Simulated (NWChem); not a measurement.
# C3H6Cl2; SMILES CC(C)(Cl)Cl

Program: NWChem. Pople sets run with spherical d functions. The geometry was optimised at PBE0/def2-SVP. Total energies compare along this basis series because the functional is fixed.

```csv
level,basis functions,energy (Ha),highest occupied level (eV),orbital gap (eV),dipole (D)
B3LYP/STO-3G,39,-1026.8938,-6.42,9.26,2.68
B3LYP/3-21G,65,-1033.2926,-8.10,8.13,2.74
B3LYP/6-31G*,90,-1038.3249,-8.06,8.00,2.40
B3LYP/6-31+G*,110,-1038.3316,-8.24,7.79,2.45
B3LYP/def2-SVP,108,-1037.9888,-7.88,8.31,2.07
B3LYP/def2-SVPD,162,-1038.0142,-8.27,7.86,2.35
B3LYP/def2-TZVP,203,-1038.4423,-8.16,7.95,2.25
B3LYP/6-311++G**,168,-1038.4274,-8.24,7.78,2.41
B3LYP/aug-cc-pVTZ,376,-1038.4568,-8.23,7.74,2.31
```
